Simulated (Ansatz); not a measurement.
MoO3 was relaxed with r2SCAN-D4 (def2-TZVP) in Ansatz in these states: charge +1 doublet, neutral singlet. The geometries follow in no particular order.

In the def2 sets Mo takes a core potential; there is no spin–orbit coupling.

A:

```xyz
4

Mo   -0.335   -0.153    0.376
O    -0.890   -0.581   -1.141
O     1.376   -0.773    0.396
O    -0.151    1.507    0.369
```

B:

| atom | x (Å) | y (Å) | z (Å) |
| --- | --- | --- | --- |
| Mo1 | 0.020 | 0.041 | 0.422 |
| O2 | -1.500 | 0.584 | -0.126 |
| O3 | 0.227 | -1.598 | 0.003 |
| O4 | 1.253 | 0.974 | -0.298 |

Question: Judge from the bond lengths which geometry belongs to which state (an estimate).

Answer: A is the charge +1 doublet (Mo1–O3 1.819 Å, Mo1–O2 1.670 Å, Mo1–O4 1.670 Å); B is the neutral singlet (Mo1–O3 1.705 Å, Mo1–O2 1.705 Å, Mo1–O4 1.705 Å).

The restricted singlet is unstable towards broken spin symmetry in Hartree–Fock (as tested in another run); at r2SCAN-D4/def2-TZVP this wasn't settled.
